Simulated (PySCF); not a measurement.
C2H7N2 (SMILES N[CH]CN), doublet, geometry from GFN2-xTB (in this run its highest filled SCF level lies above zero, so its values depend strongly on the basis, on diffuse functions most of all); SVWN5/STO-3G in PySCF.

PySCF was given this input:
```python
from pyscf import gto, scf, dft

mol = gto.Mole()
mol.atom = '''
    N     1.63046348   -0.22431248    0.11439364
    C     0.61929762    0.66088393   -0.24329691
    C    -0.71097345    0.12750695   -0.60373663
    N    -1.35785510   -0.49111007    0.57458186
    H     1.27832165   -1.14852527    0.32697143
    H     2.27941290    0.11582166    0.81118175
    H     0.79304946    1.71005148   -0.09875929
    H    -1.31965871    0.92999604   -1.04701701
    H    -0.61581641   -0.67933913   -1.34207072
    H    -1.50666301    0.21378404    1.29084288
    H    -2.26684945   -0.86417632    0.31822384
'''
mol.basis = 'sto-3g'
mol.spin = 1
mol.verbose = 4
mol.build()

mf = dft.UKS(mol)
mf.xc = 'lda,vwn'
mf.diis_space = 4
mf.kernel()
```

Output, abridged:

```
PySCF version 2.14.0

[INPUT] verbose = 4
[INPUT] num. atoms = 11
[INPUT] num. electrons = 33
[INPUT] charge = 0
[INPUT] spin (= nelec alpha-beta = 2S) = 1
[INPUT] symmetry False subgroup None
[INPUT] Mole.unit = angstrom
[INPUT] Symbol           X                Y                Z      unit          X                Y                Z       unit  Magmom
[INPUT]  1 N      1.630463480000  -0.224312480000   0.114393640000 AA    3.081129433305  -0.423889153522   0.216172649992 Bohr   0.0
[INPUT]  2 C      0.619297620000   0.660883930000  -0.243296910000 AA    1.170302891395   1.248889627826  -0.459764526853 Bohr   0.0
[INPUT]  3 C     -0.710973450000   0.127506950000  -0.603736630000 AA   -1.343545102337   0.240953214479  -1.140896882068 Bohr   0.0
[INPUT]  4 N     -1.357855100000  -0.491110070000   0.574581860000 AA   -2.565974255844  -0.928063529316   1.085802351543 Bohr   0.0
[INPUT]  5 H      1.278321650000  -1.148525270000   0.326971430000 AA    2.415677817602  -2.170398207442   0.617886453257 Bohr   0.0
[INPUT]  6 H      2.279412900000   0.115821660000   0.811181750000 AA    4.307466105801   0.218871216692   1.532911344745 Bohr   0.0
[INPUT]  7 H      0.793049460000   1.710051480000  -0.098759290000 AA    1.498646282634   3.231528956107  -0.186628010356 Bohr   0.0
[INPUT]  8 H     -1.319658710000   0.929996040000  -1.047017010000 AA   -2.493793539797   1.757437812530  -1.978575396661 Bohr   0.0
[INPUT]  9 H     -0.615816410000  -0.679339130000  -1.342070720000 AA   -1.163724357913  -1.283764901400  -2.536146100598 Bohr   0.0
[INPUT] 10 H     -1.506663010000   0.213784040000   1.290842880000 AA   -2.847180450913   0.403993285403   2.439339513045 Bohr   0.0
[INPUT] 11 H     -2.266849450000  -0.864176320000   0.318223840000 AA   -4.283724626121  -1.633056568134   0.601355903907 Bohr   0.0

nuclear repulsion = 126.262175388267
number of shells = 19
number of NR pGTOs = 81
number of NR cGTOs = 27
basis = sto-3g
ecp = {}

******** <class 'pyscf.dft.uks.UKS'> ********
method = UKS
initial guess = minao
damping factor = 0
level_shift factor = 0
DIIS = <class 'pyscf.scf.diis.CDIIS'>
diis_start_cycle = 1
diis_space = 4
diis_damp = 0
SCF conv_tol = 1e-09
SCF conv_tol_grad = None
SCF max_cycles = 50
direct_scf = True
direct_scf_tol = 1e-13
number electrons alpha = 17  beta = 16
XC library pyscf.dft.libxc version 7.1.2
    S. Lehtola, C. Steigemann, M. J. T. Oliveira, and M. A. L. Marques,  SoftwareX 7, 1–5 (2018)
XC functionals = lda,vwn
    P. A. M. Dirac,  Math. Proc. Cambridge Philos. Soc. 26, 376 (1930)
    F. Bloch,  Z. Phys. 57, 545 (1929)
    S. H. Vosko, L. Wilk, and M. Nusair,  Can. J. Phys. 58, 1200 (1980)
radial grids:
    Treutler-Ahlrichs [JCP 102, 346 (1995); DOI:10.1063/1.469408] (M4) radial grids

becke partition: Becke, JCP 88, 2547 (1988); DOI:10.1063/1.454033
pruning grids: <function nwchem_prune>
grids dens level: 3
symmetrized grids: False
atomic radii adjust function: <function treutler_atomic_radii_adjust>
small_rho_cutoff = 0
Set gradient conv threshold to 3.16228e-05
tot grids = 124696
init E= -186.119309470237

cycle= 1 E= -185.680901504167  delta_E= 0.438  |g|= 0.31  |ddm|= 2.95
cycle= 2 E= -185.674301474173  delta_E= 0.0066  |g|= 0.339  |ddm|= 0.868
cycle= 3 E= -185.742068205694  delta_E= -0.0678  |g|= 0.0569  |ddm|= 0.48
cycle= 4 E= -185.74416889739  delta_E= -0.0021  |g|= 0.0123  |ddm|= 0.0951
cycle= 5 E= -185.744260642185  delta_E= -9.17e-05  |g|= 0.00448  |ddm|= 0.023
cycle= 6 E= -185.744272746162  delta_E= -1.21e-05  |g|= 0.000744  |ddm|= 0.0067
cycle= 7 E= -185.744273164799  delta_E= -4.19e-07  |g|= 0.0002  |ddm|= 0.00159
cycle= 8 E= -185.74427318951  delta_E= -2.47e-08  |g|= 0.000105  |ddm|= 0.000459
cycle= 9 E= -185.744273196564  delta_E= -7.05e-09  |g|= 2.34e-05  |ddm|= 0.000176
cycle= 10 E= -185.744273196899  delta_E= -3.35e-10  |g|= 1.31e-05  |ddm|= 6.29e-05
Extra cycle  E= -185.744273196871  delta_E= 2.87e-11  |g|= 1.58e-05  |ddm|= 4.36e-05
converged SCF energy = -185.744273196871  <S^2> = 0.75138736  2S+1 = 2.0013869
```
